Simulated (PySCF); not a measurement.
Rh (rhodium, neutral) across methods

[Kr] 4d7 5s1 5p1, one real determinant (an excited configuration). All numbers are calculated (PySCF 2.14, scalar relativity through the core potential, in aug-cc-pwCVTZ-PP with ECP28MDF (8s8p7d4f3g, 122 functions)). The B2PLYP total includes its PT2 part (frozen core); its orbital energies are those of the SCF part.

| method | E (hartree) | mean ε 4d β (eV) | mean ε 5s α (eV) | mean ε 5p α (eV) | Σ⟨r²⟩ (bohr²) | ⟨S²⟩ |
| --- | --- | --- | --- | --- | --- | --- |
| LDA | -109.7292 | -8.799 | -7.181 | -2.605 | 59.33 | 8.750 |
| B2PLYP | -109.7919 | -12.261 | -8.455 | -3.743 | 59.69 | 8.752 |
| M06 | -109.9345 | -10.818 | -7.480 | -2.854 | 60.79 | 8.752 |
| PBE0 | -109.9591 | -10.552 | -7.798 | -3.226 | 59.16 | 8.751 |
| UHF | -109.28912 | -15.001 | -9.811 | -5.042 | 59.83 | 8.755 |
| wB97M-V | -109.8804 | -13.071 | -9.811 | -4.859 | 59.10 | 8.751 |
| PBE | -109.9699 | -8.835 | -6.956 | -2.537 | 59.72 | 8.751 |

Estimate the same row for r2SCAN.

E (hartree) = -110.0055; mean ε 4d β (eV) = -8.901; mean ε 5s α (eV) = -7.233; mean ε 5p α (eV) = -2.698; Σ⟨r²⟩ (bohr²) = 58.46; ⟨S²⟩ = 8.752.

⟨L²⟩ = 13.73 against 20 for a pure G term, so this real determinant mixes terms. Energies and moments cover only the electrons outside the core potential.
